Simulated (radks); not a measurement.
The numbers below are computed, except where a source is named.
Task: The mean radii <r> (bohr) of the occupied orbitals of an atom or ion are listed with their occupations. Level of theory: scalar-relativistic Kohn-Sham, PBEsol, spin-polarised, spherical densities, finite nucleus; Fermi nuclear charge, rms radius of each element as measured or else 0.836 A^(1/3) + 0.57 fm (a radial shooting solver on a logarithmic mesh with Libxc functionals).

orbital  occ.      <r>
1s up       1  0.02559
1s down     1  0.02559
2s up       1   0.1098
2s down     1   0.1098
2p up       3  0.09621
2p down     3  0.09621
3s up       1   0.2921
3s down     1   0.2921
3p up       3   0.2901
3p down     3   0.2901
3d up       5   0.2666
3d down     5   0.2666
4s up       1   0.6739
4s down     1   0.6738
4p up       3   0.7154
4p down     3   0.7152
4d up       5   0.7996
4d down     5   0.7986
5s up       1    1.602
5s down     1    1.601
5p up       3    1.828
5p down     2    1.832

Name the element and its charge. Open shells, if any, are filled with parallel spins first.

Result: Z = 56, barium, charge +3: Ba3+ in [Kr] 4d10 5s2 5p5. The 1s radius gives Z: for a bare nucleus <r> = (2 gamma + 1)/(2Z) with gamma = sqrt(1 - (Z/c)^2), 0.02523 bohr for Z = 56, and screening makes it slightly larger (0.02559 here). The occupations add up to 53, and the charge is Z minus that.
